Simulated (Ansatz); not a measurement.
## AsH3 (arsine): the energy, rung by rung

AsH3: 4 atoms, total charge 0, spin state singlet. SMILES: `[AsH3]`. Geometry: relaxed at PBE0-D4/def2-TZVP.

```jsonl
{"atom": "As", "x (Å)": "-0.2158", "y (Å)": "0.4876", "z (Å)": "-0.3460"}
{"atom": "H", "x (Å)": "0.3499", "y (Å)": "0.6303", "z (Å)": "1.0594"}
{"atom": "H", "x (Å)": "-1.0680", "y (Å)": "-0.7055", "z (Å)": "0.0611"}
{"atom": "H", "x (Å)": "0.9339", "y (Å)": "-0.4125", "z (Å)": "-0.7745"}
```

Quantity: the energy change with the As1–H4 bond stretched from 1.522 to 1.902 Å, in eV. The values are calculated.

| level | kind | program | value (eV) | less FCI/STO-3G |
| --- | --- | --- | --- | --- |
| HF/STO-3G (restricted) | Hartree–Fock | Ansatz | 1.62 | +0.49 |
| BLYP/STO-3G (restricted) | GGA | Ansatz | 1.13 | 0.00 |
| PBE/STO-3G (restricted) | GGA | Ansatz | 1.16 | +0.03 |
| revPBE/STO-3G (restricted) | GGA | Ansatz | 1.13 | 0.00 |
| B3LYP/STO-3G (restricted) | global hybrid | Ansatz | 1.26 | +0.13 |
| HSE06/STO-3G (restricted) | range-separated hybrid | Ansatz | 1.30 | +0.17 |
| wB97M-V/STO-3G (restricted) | range-separated hybrid | Ansatz | 1.37 | +0.24 |
| CCSDT(Q)/STO-3G (restricted) | coupled cluster or CI | Ansatz | 1.13 | 0.00 |
| FCI/STO-3G | exact in the basis | Ansatz | 1.13 | 0.00 |

FCI/STO-3G is exact within its basis and frozen core, so for wave-function methods in that basis the difference is their error; functionals converge differently with the basis, so for them it is only a difference. All-electron rows without a relativistic Hamiltonian named are non-relativistic. The first shape isn't each level's own minimum. The values span 1.13 to 1.62 eV. All rows use very small basis sets, so even the best lies far from the true value. In the correlated wave-function rows the outer d shell of As is correlated, in sets not made for it.
